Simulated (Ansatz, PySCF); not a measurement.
System: sum formula BIF, net charge 0, doublet state. It need not be the lowest isomer of its formula. 
Geometry from a B3LYP-D3(BJ)/def2-TZVP (Ansatz, a program for electronic structure) optimisation:
```xyz
3

B      0.7864    -0.9933     0.9989
F      2.0668    -1.1288     0.8549
I     -0.4252     0.2854    -0.2394
```
Charge 0, spin multiplicity 2.

Total electronic energies in hartree. Valence correlation only, unless marked. UHF or UKS for open shells. Spin-orbit coupling is left out. The frozen core is the preceding noble-gas configuration, with the filled d and f shells of earlier blocks. In def2 rows, elements after Kr have scalar-relativistic effective core potentials. STO-3G rows are all-electron and non-relativistic. CBS marks a two-point X^-3 extrapolation of the correlation energy; Hartree-Fock from the larger set.

```csv
level,program,energy (Eh)
HF/STO-3G,Ansatz,-6973.11544
RI-HF/def2-QZVPP,Ansatz,-420.86680
PBE/def2-TZVPD,PySCF,-422.31605
revPBE/def2-TZVPD,Ansatz,-422.46325
TPSS/def2-TZVPD,PySCF,-422.36390
r2SCAN-D3(BJ)/def2-TZVPD,Ansatz + dftd3,___
PBE0/STO-3G,Ansatz,-6975.38464
PBE0/def2-TZVPD,Ansatz,___
wB97M-V/def2-TZVPD,Ansatz,-422.40625
wB97X-V/def2-TZVPD,Ansatz,-422.40292
B2GP-PLYP-D4/def2-TZVPD,Ansatz + dftd4,-422.01167
B2PLYP-D3(BJ)/def2-TZVPD,Ansatz + dftd3,-422.11152
B2PLYP/def2-TZVPD,Ansatz,-422.10956
CCSD(T)/def2-SVP,Ansatz,-421.06016
"CCSD(T)/CBS(def2-TZVPP,def2-QZVPP)",Ansatz,-421.4411
```

Problem. What belongs in the gaps?

Solution. 
- r2SCAN-D3(BJ)/def2-TZVPD, energy (Eh): -422.52350
- PBE0/def2-TZVPD, energy (Eh): -422.34358
